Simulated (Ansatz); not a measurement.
Isolated molecules relaxed with PBE0-D4/def2-TZVP in Ansatz; ΔE leaves out vibrations. CBS: MP2 limit from def2 TZ/QZ plus the TZ coupled-cluster correction, frozen cores. This one scheme is used for every species. Functionals use def2-TZVPP. HSE06 is defined as in plane-wave codes. For Ga outer-core shells are correlated without core-valence functions, which leaves a few kJ/mol of doubt a bond. Scalar relativity is left out up to krypton. Each species was taken in one conformer, which may not be the lowest.

`[CH3][AlH][O][SiH2][GaH2]` + H₂O → `[CH3][AlH][O][SiH2]O` + `[GaH3]`  (formal hydrolysis of the Si–Ga bond)

`[CH3][AlH][O][SiH2][GaH2]`:

```xyz
13

C    -1.830   -0.499   -2.154
Al   -1.603    0.477   -0.490
O    -0.424   -0.045    0.596
Si    0.733   -0.399    1.685
Ga    2.841    0.660    1.157
H    -0.900   -0.507   -2.731
H    -2.613   -0.071   -2.785
H    -2.087   -1.545   -1.962
H    -2.450    1.746   -0.066
H     0.294    0.019    3.052
H     0.921   -1.881    1.751
H     4.119    0.454    2.056
H     2.999    1.592   -0.108
```

H₂O:

Z-matrix (Å, degrees):
```
O
H 1 0.960
H 1 0.960 2 105.1
```

`[CH3][AlH][O][SiH2]O`:

Cartesian coordinates in Å:
```
C 1.378 2.152 -0.577
Al -0.260 1.239 -0.076
O -0.300 -0.449 -0.040
Si -0.432 -2.041 0.202
O -1.459 -2.413 1.429
H 2.245 1.489 -0.563
H 1.293 2.563 -1.590
H 1.580 3.000 0.085
H -1.610 1.985 0.283
H 0.870 -2.605 0.624
H -0.908 -2.656 -1.067
H -2.395 -2.265 1.288
```

`[GaH3]`:

Z-matrix (Å, degrees):
```
Ga
H 1 1.568
H 1 1.568 2 120.0
H 1 1.568 2 120.0 3 -179.9
```

CCSD(T)/CBS gives -1.05 eV.

**Question.** Another level gave -1.20 eV. Which?
A. B2PLYP/def2-TZVPP
B. HF/def2-TZVPP
C. HSE06/def2-TZVPP
D. SCS-MP2/def2-TZVPP

**Answer.** D. SCS-MP2/def2-TZVPP -1.20, HF/def2-TZVPP -1.35, HSE06 -0.98, B2PLYP -1.15 eV.

Largest T1 diagnostic among the species: 0.013.

In def2-TZVPP, CCSD(T) changes the Hartree–Fock value by +0.25 eV (the triples alone add +0.03 eV) and MP2 by +0.18 eV. Leaving LDA and LC-ωPBE aside and taking each functional with its dispersion term where it has one, the values, not all of them listed here, spread over 0.29 eV, from CAM-B3LYP-D4 to PBE-D4. LDA lies −0.07 eV from PBE without D4. At CCSD(T), def2-SVP lies −0.03 eV from the extrapolated value and def2-TZVPP −0.05 eV.
